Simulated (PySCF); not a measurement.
C3H10AlClO.
SMILES with atom numbers: `[CH3:1][O+:2]([CH3:3])[AlH2-:4][CH2:5][Cl:6]` (hydrogens: H7, H8, H9 on C1; H10, H11, H12 on C3; H13, H14 on Al4; H15, H16 on C5)

The closed-shell SCF was solved with PySCF and density fitting under several settings on one GFN2-xTB geometry (grid level 2 and gas phase unless stated).

| settings | basis functions | SCF cycles | E (Eh) | HOMO (eV) | LUMO (eV) | dipole (D) |
| --- | --- | --- | --- | --- | --- | --- |
| PBE0/pcSseg-1 | 166 | 12 | -897.6095 | -6.37 | 0.57 | 5.16 |
| PBE0/def2-SVPD | 214 | 12 | -897.3166 | -6.38 | 0.19 | 4.93 |
| revPBE/def2-SVPD, grid level 1, energy threshold 1e-08 Eh | 214 | 9 | -897.6029 | -5.13 | -0.46 | 4.83 |
| PBE0/aug-pcSseg-1, energy threshold 1e-06 Eh | 260 | 7 | -897.6210 | -6.39 | -0.41 | 4.92 |
| PBE0/def2-SVP, level shift 0.3 Eh, fitting basis def2-qzvpp-jkfit | 142 | 14 | -897.2951 | -6.20 | 0.78 | 5.13 |

Q: Estimate the rows for these settings: (1) mPW1PW91/def2-TZVP; (2) PBE0/def2-SVPD, IEF-PCM cyclohexane; (3) HF/ANO-RCC-VDZP.

A: 
```csv
settings,basis functions,SCF cycles,E (Eh),HOMO (eV),LUMO (eV),dipole (D)
mPW1PW91/def2-TZVP,258,12,-898.2370,-6.36,0.44,4.96
"PBE0/def2-SVPD, IEF-PCM cyclohexane",214,13,-897.3223,-6.51,0.41,5.41
HF/ANO-RCC-VDZP,142,11,-895.2697,-9.37,1.93,5.40
```

Q: Over all rows, what range does the HOMO–LUMO gap span?

A: From 4.67 eV (revPBE/def2-SVPD, grid level 1, energy threshold 1e-08 Eh) to 11.30 eV (HF/ANO-RCC-VDZP). The functional of the narrowest has no exact exchange, that of the widest 100 % exact exchange.

Q: Compare two rows with the functional PBE0: PBE0/aug-pcSseg-1, energy threshold 1e-06 Eh and PBE0/pcSseg-1. Which energy is lower, and by how much?

A: PBE0/aug-pcSseg-1, energy threshold 1e-06 Eh (260 functions) lies 0.0115 Eh or 7.2 kcal/mol below PBE0/pcSseg-1 (166 functions).

Cycle counts include a coarse-grid stage where the run had one. ANO-RCC sets were contracted for a scalar-relativistic Hamiltonian, but ran non-relativistically here. The structure is a single GFN2-xTB conformer; no vibrational corrections.

Conformer computed: `[CH3:1][O+:2]([CH3:3])[AlH2-:4][CH2:5][Cl:6]`: C1–O2–Al4–C5 -103°, O2–Al4–C5–Cl6 76°.
